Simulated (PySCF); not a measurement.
A compound of formula C12H18F2O12Si8 has these computed shifts in ppm, with the number of atoms in brackets (GIAO KT3/pcSseg-1, gas phase, PySCF SCF with an in-house response code, fitting set def2-universal-JFIT, grid level 2, non-relativistic, geometry: GFN2-xTB; 13C, 1H, 29Si against isolated TMS; 19F against isolated CFCl3; 17O against isolated H2O).

1H: 6.26 (4), 6.19 (2), 6.00 (4), 5.95 (4), 5.95 (2), 5.88 (2)
13C: 131.4 (4), 130.6 (2), 126.9 (2), 126.5 (4)
17O: 115.4 (1), 112.1 (4), 108.4 (2), 102.5 (4), 89.6 (1)
19F: -192.2 (2)
29Si: -87.1 (4), -89.5 (2), -110.1 (2)

(1) Which structure gave them?

## Answers

(1) C=C[Si@@]12O[Si@]3(F)O[Si@@]4(F)O[Si@@]5(C=C)O[Si@@](C=C)(O3)O[Si@@](C=C)(O1)O[Si@](C=C)(O5)O[Si@](C=C)(O4)O2. Other isomers were not compared.
